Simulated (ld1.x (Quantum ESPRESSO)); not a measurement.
An all-electron radial function and its pseudo partner (Ta (Z = 73))

Columns: radius, all-electron u(r) and pseudo u(r) of the 6s shell (level -8.48 eV) of tantalum in the configuration [Xe] 4f14 5d3 6s1.5 6p0; PBEsol, scalar-relativistic, ultrasoft scheme, ld1.x (Quantum ESPRESSO) 7.5.

| r (bohr) | all-electron | pseudo |
| --- | --- | --- |
| 0.192 | 0.0867 | -0.0654 |
| 0.385 | -0.1839 | -0.1307 |
| 0.578 | 0.0793 | -0.1954 |
| 0.770 | 0.2845 | -0.2587 |
| 0.962 | 0.2839 | -0.3202 |
| 1.155 | 0.1525 | -0.3795 |
| 1.348 | -0.0264 | -0.4355 |
| 1.540 | -0.2015 | -0.4868 |
| 1.732 | -0.3507 | -0.5327 |
| 1.925 | -0.4671 | -0.5723 |
| 2.118 | -0.5502 | -0.6042 |
| 2.310 | -0.6039 | -0.6273 |
| 2.502 | -0.6333 | -0.6410 |
| 2.695 | -0.6433 | -0.6447 |
| 2.888 | -0.6379 | -0.6379 |
| 3.080 | -0.6209 | -0.6209 |
| 3.272 | -0.5954 | -0.5954 |
| 3.465 | -0.5639 | -0.5639 |
| 3.658 | -0.5285 | -0.5285 |
| 3.850 | -0.4912 | -0.4912 |
| 4.043 | -0.4529 | -0.4529 |
| 4.235 | -0.4152 | -0.4152 |
| 4.428 | -0.3783 | -0.3783 |
| 4.620 | -0.3433 | -0.3433 |
| 4.812 | -0.3103 | -0.3103 |
| 5.005 | -0.2794 | -0.2794 |

Question: How many radial nodes do the two functions have?

Answer: The all-electron 6s function has n − l − 1 = 5 (the table is too coarse to show those close to the nucleus); the pseudo-wave has 0, since the states of the same l below it are removed with the core.

Question: At about which radius was the pseudo-wave matched?

Answer: 2.95 bohr, where the columns begin to agree (steps of 0.19 bohr).

Question: Is the pseudo-wave norm-conserving?

Answer: No, it belongs to an ultrasoft set: the norm inside the radius is not constrained, and the difference is carried by the augmentation charge.
